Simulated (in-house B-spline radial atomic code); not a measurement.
Configurations of Pd⁸⁺, with energies counted from [Kr] 4d2. Level of theory: Dirac-Hartree-Fock, average of configuration, Fermi nucleus of rms radius 4.5318 fm; calculated with an all-electron radial atomic-structure program (B-spline basis). Energies include first-order Breit, QED and recoil terms.

Occupations are held fixed; configurations that lie above the ionisation limit could autoionise.

```
            configuration  E - E(ref) (eV)  highest orbital  its <r> (bohr)
             [Kr] 4d1 4f1           57.312            4f7/2           1.456
             [Kr] 4d1 5f1           88.108            5f7/2           2.907
             [Kr] 4d1 7s1           100.18            7s1/2           4.782
[Ar] 3d10 4s2 4p5 4d2 4f1           114.21            4f7/2           1.437
[Ar] 3d10 4s2 4p5 4d2 6f1           162.01            6f7/2           4.617
[Ar] 3d10 4s2 4p5 4d2 6g1           165.64            6g7/2           4.786
[Ar] 3d10 4s2 4p5 4d2 7g1           173.84            7g7/2           6.927
```

Problem. Order these further configurations by energy, lowest first.
A. [Kr] 4d1 5p1
B. [Ar] 3d10 4s2 4p5 4d2 8s1
C. [Kr] 4d1 6g1
D. [Kr] 4d1 6p1
E. [Kr] 4d1 8p1

Solution. A (49.837 eV), D (85.67 eV), C (107.92 eV), E (113.35 eV), B (169.2 eV).

Problem. How far above the reference does [Ar] 3d10 4s2 4p5 4d2 8f1 lie?

Solution. 177.72 eV; its least bound orbital is 8f7/2 with <r> = 9.045 bohr.

Problem. How far above the reference does [Ar] 3d10 4s2 4p5 4d2 5g1 lie?

Solution. 152.12 eV; its least bound orbital is 5g7/2 with <r> = 2.988 bohr.

Problem. How far above the reference does [Ar] 3d10 4s2 4p5 4d2 5s1 lie?

Solution. 94.88 eV; its least bound orbital is 5s1/2 with <r> = 1.856 bohr.
